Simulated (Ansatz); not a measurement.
Born–Oppenheimer molecular dynamics of CH$_{5}$FO$_{3}$Si (11 atoms, charge 0, multiplicity 1). It starts from a relaxed structure.

Theory: RKS PBE-D4/STO-3G in Ansatz.

| Property | Result |
| --- | --- |
| ensemble | NVT, Nosé–Hoover chain |
| time step | 0.5 fs |
| steps asked | 127 |
| set temperature | 500 K |
| thermostat | time constant 100 fs, chain length 3 (defaults) |
| temperature schedule | 31 steps to 500 K, then 95 steps to 1000 K |
| seed | 234929 |

First frame:

```xyz
11
Properties=species:S:1:pos:R:3
O 0.248 -2.117 0.173
C -0.369 -0.798 0.134
O -1.774 -0.985 0.502
F -0.240 -0.264 -1.235
O 0.298 0.213 0.909
Si 0.936 1.357 -0.287
H -0.594 -2.690 0.375
H -1.979 -0.084 0.972
H -0.041 2.194 -0.980
H 1.970 0.869 -1.194
H 1.611 2.248 0.651
```

**Question.** What does the run give?

**Answer.** All steps were run.

```json
{
 "steps done": "127",
 "time covered": "63.5 fs",
 "mean temperature over the second half": "282 K",
 "spread of the potential energy over the second half": "6.2 meV per atom",
 "mean potential energy of the second half above the start": "26.6 meV per atom"
}
```

The conserved energy stayed within 0.19 meV per atom of its start (net change 0.11 meV per atom), so the integration is sound. The schedule's set-point averaged 839 K over the second half and the system 282 K, so it lags behind the ramp. A run of 0.064 ps of so small a system gives no equilibrium averages. Limits of this set-up: minimal basis.

**Question.** What happens to the structure?

**Answer.** The same pairs are bonded in the first frame and the last. Pairs count as bonded within 1.25 times the sum of covalent radii (0.12 Å more for H–H). The details hang on the random start.

**Question.** How do temperature and energy run in time?

**Answer.** 
```tsv
time (fs)	T (K)	potential energy less start (eV)	conserved less start (meV/atom)
0.0	500	0.000	0.00
2.0	412	0.104	0.11
4.0	329	0.200	0.13
6.0	299	0.235	0.08
8.0	241	0.302	0.10
10.0	194	0.359	0.13
12.0	213	0.336	0.09
14.0	215	0.334	0.05
16.0	139	0.424	0.17
18.0	171	0.386	0.09
20.0	200	0.353	0.06
22.0	158	0.404	0.14
24.0	179	0.380	0.09
26.0	207	0.349	0.09
28.0	211	0.345	0.10
30.0	227	0.329	0.15
32.0	314	0.229	0.06
34.0	315	0.231	0.07
36.0	276	0.280	0.17
38.0	336	0.212	0.05
40.0	328	0.225	0.11
42.0	321	0.237	0.12
44.0	342	0.216	0.10
46.0	333	0.230	0.04
48.0	218	0.369	0.15
50.0	188	0.406	0.14
52.0	227	0.363	0.05
54.0	191	0.410	0.17
56.0	241	0.354	0.10
58.0	291	0.300	0.09
60.0	290	0.307	0.11
62.0	289	0.313	0.15
```

Run time: 7.7 min on 1 thread of Intel(R) Xeon(R) Platinum 8175M CPU @ 2.50GHz (Skylake/Cascade Lake), with other jobs on the host, peak memory 0.21 GiB.
